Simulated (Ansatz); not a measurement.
Reaction (homolysis of the Br–Ge bond): `[Br][GeH2][Br]` → Br• + `[GeH2][Br]`•

Program: Ansatz. Geometries: PBE0-D4/def2-TZVP. ΔE: electronic, gas phase. CCSD(T)/CBS is the MP2 limit (def2-TZVPP, def2-QZVPP) plus CCSD(T) − MP2 in def2-TZVPP, frozen cores. Functionals use def2-TZVPP. HSE06 is defined as in plane-wave codes. Open shells (•) are unrestricted, without spin–orbit coupling. Spin–orbit coupling would lower the free atoms: clearly for Br. Bonds to Br, Ge are less sure, by a few kJ/mol each and by 10 to 20 or more in all where they break to atoms, as the def2 sets lack core-valence functions. Scalar relativity is left out up to krypton.

`[Br][GeH2][Br]`:

Cartesian coordinates in Å:
```
Br 1.716 1.072 0.820
Ge -0.188 0.079 0.010
Br 0.359 -1.944 -0.926
H -0.760 0.973 -1.091
H -1.127 -0.181 1.188
```

`[GeH2][Br]`•:

Cartesian coordinates in Å:
```
Ge -0.331 -0.377 -0.081
Br 1.637 0.256 -1.107
H 0.006 -0.690 1.395
H -1.312 0.810 -0.207
```

```
             level  ΔE (eV)
         revPBE-D4     3.59
            B97M-V     3.71
          HSE06-D4     3.72
            r2SCAN     3.69
           r2SCAN0     3.64
  CCSD(T)/def2-SVP     3.46
CCSD(T)/def2-TZVPP     3.71
      HF/CBS(def2)     2.66
```

Task: What does CCSD(T)/CBS give? (An estimate is asked.)

Result: Ansatz gave: +3.89 eV. The listed levels differ from it by -0.30, -0.18, -0.17, -0.20, -0.25, -0.43, -0.18, -1.23 eV.

Largest T1 diagnostic among the species: 0.011.

At CCSD(T), def2-SVP lies −0.43 eV from the extrapolated value and def2-TZVPP −0.18 eV: correlation converges slowly with the basis, and small sets miss more of it in the bonded molecule than in its fragments. In def2-TZVPP, CCSD(T) changes the Hartree–Fock value by +1.04 eV (the triples alone add +0.10 eV) and MP2 by +1.24 eV; breaking electron pairs costs correlation energy, which Hartree–Fock lacks. The D4 term adds +0.11 eV with B3LYP and +0.06 eV with PBE0; it sums over pairs of atoms, weighted by their polarisabilities, and B3LYP, whose exchange is more repulsive, gets the larger term.

B3LYP here is the variant with VWN-RPA as its local correlation; programs differ in this.

CCSD(T)/CBS has its own doubt, a few kJ/mol and more with outer-core shells, so smaller differences from it don't rank the levels.
